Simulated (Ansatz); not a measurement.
Computed with Ansatz on PBE0-D4/def2-TZVP structures; ΔE is electronic, products minus reactants. CBS: MP2 limit from def2 TZ/QZ plus the TZ coupled-cluster correction, frozen cores. This one scheme is used for every species. Functionals use def2-TZVPP. B3LYP here is the variant with VWN-RPA as its local correlation; programs differ in this. HSE06 is defined as in plane-wave codes. Each species was taken in one conformer, which may not be the lowest.

Reaction (formal exchange of groups at a C–O bond): `CC(C)(C)c1ccc(O)cc1` + CH₄ → `Cc1ccc(C(C)(C)C)cc1` + H₂O

**Question.** Is it downhill or uphill in electronic energy at CCSD(T)/CBS, and by how much? (An estimate is asked.)

**Answer.** The calculation gave: Downhill: ΔE = -27.6 kJ/mol.

**Question.** What do these levels give: LDA (SPW92), r2SCAN-D4, B3LYP-D4, BHLYP-D4, PBE-QIDH, r2SCAN, HSE06, BHLYP, LC-ωPBE, MP2/def2-SVP, MP2/def2-TZVPP, CCSD(T)/def2-TZVPP? (Estimate.)

**Answer.** The calculation gave: LDA (SPW92) -6.3, r2SCAN-D4 -9.3, B3LYP-D4 -14.2, BHLYP-D4 -17.2, PBE-QIDH -21.1, r2SCAN -8.1, HSE06 -13.0, BHLYP -13.0, LC-ωPBE -14.0, MP2/def2-SVP -14.2, MP2/def2-TZVPP -29.6, CCSD(T)/def2-TZVPP -23.2 kJ/mol.

Largest T1 diagnostic among the species: 0.010.

The D4 term adds −5.3 kJ/mol with B3LYP and −3.1 kJ/mol with PBE0; it sums over pairs of atoms, weighted by their polarisabilities, and B3LYP, whose exchange is more repulsive, gets the larger term. From r2SCAN to r2SCAN0 (25 % exact exchange), in def2-TZVPP and without D4, ΔE moves by −5.0 kJ/mol.
